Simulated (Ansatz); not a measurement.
Isolated molecules relaxed with PBE0-D4/def2-TZVP in Ansatz; ΔE leaves out vibrations. CCSD(T)/CBS is the MP2 limit (def2-TZVPP, def2-QZVPP) plus CCSD(T) − MP2 in def2-TZVPP, frozen cores. This one scheme is used for every species. DFT in def2-TZVPP. def2 core potentials past Kr. For Y outer-core shells are correlated without core-valence functions, which leaves a few kJ/mol of doubt a bond. One conformer a species, not always the lowest.

Reaction (ligand exchange at a Y–C bond): `[CH3][Y]([OH])[OH]` + H–F → `[OH][Y]([OH])[F]` + CH₄

```tsv
species	RPA@PBE/def2-TZVPP energy (Eh)
`[CH3][Y]([OH])[OH]`	-230.00088
H–F	-100.45915
`[OH][Y]([OH])[F]`	-289.99105
CH₄	-40.56347
```

**Question.** Work out ΔE.

**Answer.** ΔE = (-289.99105) + (-40.56347) − (-230.00088) − (-100.45915) = -0.09449 Eh = -2.57 eV. CCSD(T)/CBS gives -2.65 eV.

Largest T1 diagnostic among the species: 0.014.

At CCSD(T), def2-SVP lies −0.33 eV from the extrapolated value and def2-TZVPP +0.05 eV. In def2-TZVPP, CCSD(T) changes the Hartree–Fock value by +0.22 eV (the triples alone add +0.02 eV) and MP2 by +0.19 eV. From r2SCAN to r2SCAN0 (25 % exact exchange), in def2-TZVPP and without D4, ΔE moves by +0.05 eV.
